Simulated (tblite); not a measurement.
A tight-binding relaxation on `B(F)(F)CCC(Cl)Cl`.

Computed with GFN2-xTB geometry optimisation, gas phase (tblite 0.8.0). Start geometry: from a force field or distance geometry. A driver script takes a list of jobs; this job's settings line and coordinates (Å) are shown.

Command:
```bash
OMP_NUM_THREADS=1 python probes_run.py task.json out
```

Input:
```
{"job": {"kind": "relax", "xc": "GFN2-xTB", "basis": "xTB"}, "charge": 0, "multiplicity": 1}
F      2.170000     2.266800    -0.262900
B      1.965200     0.830800    -0.117700
F      2.141700     0.362900     1.275000
C      0.687300     0.207900    -0.853700
C     -0.309500    -0.129500     0.221700
C     -1.603400    -0.733100    -0.270500
Cl    -2.488100     0.312100    -1.384600
Cl    -1.433000    -2.325500    -0.988800
H      0.392400     0.928900    -1.589200
H      1.053800    -0.744800    -1.319300
H     -0.522900     0.747200     0.866000
H      0.195300    -0.885400     0.885200
H     -2.253200    -0.837900     0.659900
```

Output:
```
step      E/eV     max force
  0    -784.28155    4.609
  1    -785.00581    2.714
  2    -785.24223    2.933
  3    -785.35888    0.813
  4    -785.39946    0.575
  5    -785.44462    0.628
  6    -785.45817    0.507
  7    -785.47637    0.370
  8    -785.48632    0.352
  9    -785.49899    0.291
... (96 lines left out)
106    -785.65423    0.026
107    -785.65437    0.037
108    -785.65449    0.035
109    -785.65456    0.034
110    -785.65463    0.034
111    -785.65471    0.017
112    -785.65478    0.040
113    -785.65487    0.021
114    -785.65491    0.016
115    -785.65493    0.006
```

«max force» is the largest atomic force in eV/Å.

**Question.** From which step on does the largest force stay under 0.1 eV/Å, and how much energy is left to gain from there?

**Answer.** From step 100 (0.053 eV/Å), 1.3 meV above the end.

Main results: energy lowered by 31.7 kcal/mol over 115 steps; largest atomic force 0.006 eV/Å at the end.

**Question.** Where do the atoms end?

**Answer.** 0.454 Å rms from the input after alignment:
```
atom  x, y, z in Å
F1     2.9009    1.4451   -0.7700
B2     1.9251    0.9562   -0.0349
F3     2.1321    1.0526    1.2625
C4     0.6299    0.3140   -0.6646
C5    -0.3908   -0.1890    0.3610
C6    -1.6215   -0.8071   -0.2811
Cl7   -2.4790    0.3798   -1.2951
Cl8   -1.1832   -2.2162   -1.2784
H9     0.1476    1.0421   -1.3226
H10    0.9196   -0.5145   -1.3169
H11   -0.7186    0.6385    0.9930
H12    0.0702   -0.9421    1.0029
H13   -2.3367   -1.1589    0.4652
```

**Question.** How long does this job take on an Intel Xeon at 2.50 GHz with one thread, no GPU (shared host)?

**Answer.** About 2.9 s.
Labels such as C1 count atoms from 1, the log's own numbers from 0.
